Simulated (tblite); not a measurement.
Parent: `[CH3:1][SiH2:2][CH2:3][SiH2:4][S:5][SiH3:6]` with C1–Si2–C3–Si4 -55°, Si2–C3–Si4–S5 -53°, C3–Si4–S5–Si6 -55°, C2H12SSi3.

Structures optimised with GFN2-xTB, isolated species. One conformer each, not checked by frequencies here.

| coordinate of the parent | value |
| --- | --- |
| C1–Si2 | 1.894 Å |
| Si2–C3 | 1.911 Å |
| C3–Si4 | 1.894 Å |
| Si4–S5 | 2.157 Å |
| S5–Si6 | 2.137 Å |
| C1–Si2–C3 | 109.5° |
| Si2–C3–Si4 | 116.7° |
| C3–Si4–S5 | 111.6° |
| Si4–S5–Si6 | 104.2° |

Question: How does the shared frame change in `[CH3:1][SiH2:2][CH2:3][SiH2:4][S:5][SiH2:6][OH:7]` with C1–Si2–C3–Si4 -50°, Si2–C3–Si4–S5 -49°, C3–Si4–S5–Si6 -60°, Si4–S5–Si6–O7 -178°, S5–Si6–O7–H 16°, C2H12OSSi3? Atoms pair as C1 = C1, Si2 = Si2, C3 = C3, Si4 = Si4, S5 = S5, Si6 = Si6 (parent first).

Answer: 
| parent | relative | value in the relative | change |
| --- | --- | --- | --- |
| C1–Si2 | C1–Si2 | 1.894 Å | 0.000 |
| Si2–C3 | Si2–C3 | 1.911 Å | 0.000 |
| C3–Si4 | C3–Si4 | 1.893 Å | -0.001 |
| Si4–S5 | Si4–S5 | 2.148 Å | -0.009 |
| S5–Si6 | S5–Si6 | 2.147 Å | +0.010 |
| C1–Si2–C3 | C1–Si2–C3 | 109.6° | +0.1 |
| Si2–C3–Si4 | Si2–C3–Si4 | 116.7° | 0.0 |
| C3–Si4–S5 | C3–Si4–S5 | 111.5° | -0.1 |
| Si4–S5–Si6 | Si4–S5–Si6 | 103.1° | -1.1 |

Of the parent's bonds, Si4–S5 and S5–Si6 change most and about equally (-0.009 to +0.010 Å). Bonds of the relative outside the shared frame: Si6–O7 1.615 Å. Point group C1 → C1.

Question: How does the shared frame change in `[CH:1]#[C:2][SiH2:3][S:4][SiH2:5][CH2:6][SiH2:7][CH3:8]` with C2–Si3–S4–Si5 -64°, Si3–S4–Si5–C6 176°, S4–Si5–C6–Si7 180°, Si5–C6–Si7–C8 179°, C4H12SSi3? Atoms pair as C1 = C8, Si2 = Si7, C3 = C6, Si4 = Si5, S5 = S4, Si6 = Si3 (parent first).

Answer: 
```json
{"parent": "C1–Si2", "relative": "C8–Si7", "value in the relative": "1.898 Å", "change": "+0.004"}
{"parent": "Si2–C3", "relative": "Si7–C6", "value in the relative": "1.899 Å", "change": "-0.012"}
{"parent": "C3–Si4", "relative": "C6–Si5", "value in the relative": "1.884 Å", "change": "-0.010"}
{"parent": "Si4–S5", "relative": "Si5–S4", "value in the relative": "2.151 Å", "change": "-0.006"}
{"parent": "S5–Si6", "relative": "S4–Si3", "value in the relative": "2.153 Å", "change": "+0.016"}
{"parent": "C1–Si2–C3", "relative": "C8–Si7–C6", "value in the relative": "109.6°", "change": "+0.1"}
{"parent": "Si2–C3–Si4", "relative": "Si7–C6–Si5", "value in the relative": "113.5°", "change": "-3.2"}
{"parent": "C3–Si4–S5", "relative": "C6–Si5–S4", "value in the relative": "106.5°", "change": "-5.1"}
{"parent": "Si4–S5–Si6", "relative": "Si5–S4–Si3", "value in the relative": "103.2°", "change": "-1.0"}
```

Of the parent's bonds, S5–Si6 changes most (+0.016 Å). Bonds of the relative outside the shared frame: C1≡C2 1.203, C2–Si3 1.848 Å. Point group C1 → C1.

Question: How does the shared frame change in `[CH3:1][SiH2:2][CH2:3][SiH2:4][S:5][SiH2:6][CH3:7]` with C1–Si2–C3–Si4 177°, Si2–C3–Si4–S5 63°, C3–Si4–S5–Si6 -175°, Si4–S5–Si6–C7 175°, C3H14SSi3? Atoms pair as C1 = C1, Si2 = Si2, C3 = C3, Si4 = Si4, S5 = S5, Si6 = Si6 (parent first).

Answer: 
| parent | relative | value in the relative | change |
| --- | --- | --- | --- |
| C1–Si2 | C1–Si2 | 1.900 Å | +0.006 |
| Si2–C3 | Si2–C3 | 1.908 Å | -0.003 |
| C3–Si4 | C3–Si4 | 1.886 Å | -0.008 |
| Si4–S5 | Si4–S5 | 2.147 Å | -0.010 |
| S5–Si6 | S5–Si6 | 2.149 Å | +0.012 |
| C1–Si2–C3 | C1–Si2–C3 | 108.2° | -1.3 |
| Si2–C3–Si4 | Si2–C3–Si4 | 115.3° | -1.4 |
| C3–Si4–S5 | C3–Si4–S5 | 106.7° | -4.9 |
| Si4–S5–Si6 | Si4–S5–Si6 | 103.2° | -1.0 |

Of the parent's bonds, S5–Si6 changes most (+0.012 Å). Bonds of the relative outside the shared frame: Si6–C7 1.889 Å. Point group C1 → C1.

The numbers are calculated, not measured.
